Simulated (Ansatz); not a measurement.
Born–Oppenheimer molecular dynamics of BrF₂H₃OSi (8 atoms, charge 0, multiplicity 1). It starts at the highest image of a converged band, a first-order saddle point between two minima.

The calculation used RKS BLYP/def2-SVP in Ansatz 0.2.0.

* ensemble: NVE (velocity Verlet)
* time step: 0.5 fs
* steps asked: 200
* starting velocities drawn for: 300 K
* seed: 6572

First frame:

```xyz
8
Properties=species:S:1:pos:R:3
Si -0.330 0.680 -0.061
O 0.318 -0.838 0.723
F -1.404 0.366 -1.238
F -1.345 0.928 1.211
H 0.488 1.904 -0.082
H 0.955 -1.209 -0.087
Br 1.620 -0.399 -1.671
H -0.302 -1.432 1.205
```

Problem. How far do the bonds stretch over the last three quarters of this one trajectory? (Pairs bonded in most of those frames.)

Solution. 
```
   bond  mean (Å)  spread (Å)  shortest  longest
 Si1–O2     1.906       0.053      1.84     2.00
 Si1–F3     1.623       0.010      1.61     1.64
 Si1–F4     1.658       0.020      1.63     1.71
 Si1–H5     1.480       0.008      1.46     1.50
Si1–Br7     2.592       0.056      2.45     2.68
  O2–H6     1.042       0.055      0.94     1.15
  O2–H8     0.988       0.031      0.94     1.04
```

Mean temperature of the second half: 210 K. The conserved energy stayed within 0.25 meV per atom of its start (net change 0.25 meV per atom), so the integration is sound. A run of 0.1 ps of so small a system gives no equilibrium averages. The orbitals stay closed-shell, which can raise the energy where a bond breaks towards radicals; this wasn't checked here.

Run time: 5.3 min on 2 threads of Arm Neoverse V2, on a shared host, peak memory 0.14 GiB.
